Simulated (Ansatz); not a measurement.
System: CHF2, charge 1, singlet. CHF2+ (parent SMILES F[CH]F, singlet).
B3LYP-D3(BJ)/def2-TZVP minimum from Ansatz (a first-principles code):
```xyz
4

F     -1.0586    -0.2156     0.0208
C      0.0021     0.4129    -0.0127
F      1.0563    -0.2273    -0.0071
H      0.0078     1.5093    -0.0465
```
Charge +1, spin multiplicity 1.

Hartree-Fock and MP2 correlation energies in hartree (Ansatz). Open shells are spin-unrestricted; no spin-orbit coupling. Correlated methods leave the cores frozen. No relativity. The spin of CHF2+ (parent SMILES F[CH]F, singlet) was assumed, and the state is the lowest solution found for it.

```json
[
 {"basis": "cc-pVTZ", "X": "3", "E(HF)": "-237.05605", "E(corr, MP2)": "-0.63436"},
 {"basis": "cc-pVQZ", "X": "4", "E(HF)": "-237.07494", "E(corr, MP2)": "-0.68772"},
 {"basis": "cc-pV5Z", "X": "5", "E(HF)": "-237.08002", "E(corr, MP2)": "withheld"}
]
```

Fit E(corr) = E∞ + A/X³ to X = 3 and 4, predict X = 5, and compare with the run.

A = (-0.63436 - (-0.68772))/(1/27 - 1/64) = 2.4921; E∞ = -0.68772 - A/64 = -0.72666; at X = 5, E∞ + A/125 = -0.70672. The run gave -0.70994, 3.22 mEh below the prediction. The same form on X = 4 and 5 gives E∞ = -0.73325, 6.59 mEh below the first estimate.
